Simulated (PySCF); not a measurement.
Computed with M06-2X/def2-TZVP run with PySCF. Gas-phase values, no solvent. Excitations are Tamm–Dancoff values on a coarser integration grid. The basis has no diffuse functions, so Rydberg states are missing or too high.

Reference species (SMILES): `[CH3][In]([CH3])[CH3]` (neutral, multiplicity 1).

| Item | Result |
|---|---|
| LUMO | -0.52 eV |
| HOMO–LUMO gap | 7.56 eV |
| S1–T1 gap (TDA) | 0.27 eV |

Changed species: `[CH3][InH2]` (2 of 3 CH3 replaced by H; the reference has 0 of 3 CH3 replaced by H).

### Question
Give the shifts of the LUMO, HOMO–LUMO gap and S1–T1 gap (TDA).

### Answer
the LUMO falls by 0.60 eV, to -1.12 eV; the HOMO–LUMO gap falls by 0.09 eV, to 7.47 eV; the S1–T1 gap (TDA) goes up by 0.04 eV, to 0.31 eV.
